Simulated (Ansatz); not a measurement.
Born–Oppenheimer molecular dynamics of CH9AlO2Si (14 atoms, charge 0, multiplicity 1). It starts from a rough guess of a transition structure, not a stationary point.

Level of theory: UKS PBE0/STO-3G (Ansatz 0.2.0).

* ensemble: NVE (velocity Verlet)
* time step: 0.5 fs
* steps asked: 150
* starting velocities drawn for: 300 K
* seed: 767542

First frame:

```xyz
14
Properties=species:S:1:pos:R:3
Al -1.047 0.910 1.540
O -0.062 -0.942 0.957
C 0.384 -2.235 0.680
H -0.266 1.666 2.619
H -2.577 0.839 1.496
H -0.003 -0.048 0.049
O -0.169 1.120 -0.443
Si 0.429 1.535 -1.886
H 1.364 -2.202 0.190
H -0.326 -2.761 0.029
H 0.476 -2.788 1.619
H -0.689 1.861 -2.771
H 1.165 0.364 -2.376
H 1.320 2.681 -1.703
```

**Question.** How far do the bonds stretch over the last three quarters of this one trajectory? (Pairs bonded in most of those frames.)

**Answer.** 
| bond | mean (Å) | spread (Å) | shortest | longest |
| --- | --- | --- | --- | --- |
| Al1–O2 | 1.886 | 0.166 | 1.64 | 2.13 |
| Al1–H4 | 1.498 | 0.026 | 1.46 | 1.54 |
| Al1–H5 | 1.501 | 0.026 | 1.46 | 1.54 |
| Al1–O7 | 1.812 | 0.111 | 1.63 | 2.00 |
| O2–C3 | 1.481 | 0.138 | 1.28 | 1.73 |
| C3–H9 | 1.113 | 0.038 | 1.05 | 1.18 |
| C3–H10 | 1.113 | 0.017 | 1.09 | 1.14 |
| C3–H11 | 1.109 | 0.016 | 1.08 | 1.14 |
| O7–Si8 | 1.702 | 0.114 | 1.44 | 1.86 |
| Si8–H12 | 1.451 | 0.026 | 1.41 | 1.50 |
| Si8–H13 | 1.452 | 0.006 | 1.44 | 1.46 |
| Si8–H14 | 1.453 | 0.004 | 1.44 | 1.46 |

Pairs bonded in part of these frames only: Al1–H6 17 %, O2–H6 59 %, H6–O7 55 %.

Mean temperature of the second half: 1265 K. The conserved energy stayed within 0.32 meV per atom of its start (net change -0.14 meV per atom), so the integration is sound. The kinetic energy rose, since the run started high on the potential surface and went downhill. A run of 0.075 ps of so small a system gives no equilibrium averages. The orbitals were unrestricted but ended closed-shell. Limits of this set-up: minimal basis.

Run time: 12 min on 1 thread of Arm Neoverse V1, with other jobs on the host, peak memory 0.16 GiB.
